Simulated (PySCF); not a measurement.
Radial density of Ag²⁺ (silver, charge +2)

M06-2X, [Kr] 4d9, 2D determinant. All numbers are calculated (PySCF 2.14, the spin-free X2C one-electron Hamiltonian (Gaussian nucleus), in x2c-QZVPPall with one added diffuse shell each of s, p, d, f, g type (14s9p8d5f3g, 143 functions)).

```tsv
r (bohr)	4πr²ρ (e/bohr)	4πr²(ρα − ρβ)
0.0312	55.61	-0.0005
0.0524	54.12	0.0023
0.0882	75.16	0.0330
0.148	57.91	0.1514
0.250	58.26	0.2145
0.420	39.29	-0.0009
0.706	17.07	0.5285
1.19	13.84	0.8509
2.00	2.492	0.2193
3.36	0.1077	0.0064
5.65	0.0004249	0.0000
```

Densities and radii are taken from the X2C orbitals without a picture-change correction, which distorts them close to the nucleus.
